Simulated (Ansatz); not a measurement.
Reactions of CH$_{5}$ClGeO, SMILES `C[O][GeH2][Cl]`.

Gas-phase electronic energies from Ansatz, PBE0-D4/def2-TZVP geometries. CCSD(T)/CBS is the MP2 limit (def2-TZVPP, def2-QZVPP) plus CCSD(T) − MP2 in def2-TZVPP, frozen cores. This one scheme is used for every species. Double bonds are as drawn, so ΔE can hold a change between cis and trans. DFT in def2-TZVPP. B3LYP here is the variant with VWN-RPA as its local correlation; programs differ in this. def2 core potentials past Kr. For Br, Ge, I, Se outer-core shells are correlated without core-valence functions, which leaves a few kJ/mol of doubt a bond. Scalar relativity is left out up to krypton. Each species was taken in one conformer, which may not be the lowest.

```
                                                                           reaction  PBE0-D4 (kJ/mol)  B3LYP-D4 (kJ/mol)  MP2/CBS(def2) (kJ/mol)  ωB97X-V (kJ/mol)  CCSD(T)/CBS(def2) (kJ/mol)
   `C[O][GeH2][Cl]` + `[SiH3][BH][GeH2][Cl]` → `[Cl][GeH2][GeH2][Cl]` + `COB[SiH3]`              -156               -158                    -148              -147                        -146
                                  `C[O][GeH2][Cl]` + `CBO` → `C[O][GeH3]` + `OBCCl`               134                134                     141               135                         135
               `C[O][GeH2][Cl]` + `CN[SiH2]Cl` → `C[N]([SiH2]Cl)[GeH2][Cl]` + CH₃OH                 5                  8                       0                 9                           2
                `C[O][GeH2][Cl]` + `F[SiH](Cl)I` → `C[O][GeH2][I]` + `F[SiH](Cl)Cl`               -27                -28                     -28               -27                         -28
`C[O][GeH2][Cl]` + `[OH][Al]([OH])[SeH]` → `C[O][GeH2][SeH]` + `[OH][Al]([OH])[Cl]`               -40                -43                     -42               -40                         -40
                                   `C[O][GeH2][Cl]` + H–F → `[F][GeH2][Cl]` + CH₃OH               -35                -37                     -25               -38                         -28
          `C[O][GeH2][Cl]` + `[AlH2]/[N]=C\S` → `S/C=[N]/[GeH2][Cl]` + `C[O][AlH2]`               -30                -29                     -36               -32                         -33
             `C[O][GeH2][Cl]` + `C[Si](C)(C)C` → `C[O][GeH2][CH2][Si](C)(C)C` + HCl                72                 74                      67                74                          67
                              `C[O][GeH2][Cl]` + `FCCl` → `[Cl][GeH2][Cl]` + `COCF`               -76                -73                     -67               -74                         -69
                  `C[O][GeH2][Cl]` + `O=C[SiH2]Br` → `[Cl][GeH2][SiH2]Br` + `COC=O`               -77                -64                     -56               -64                         -56
```

Largest T1 diagnostic: 0.015, for `COC=O`.
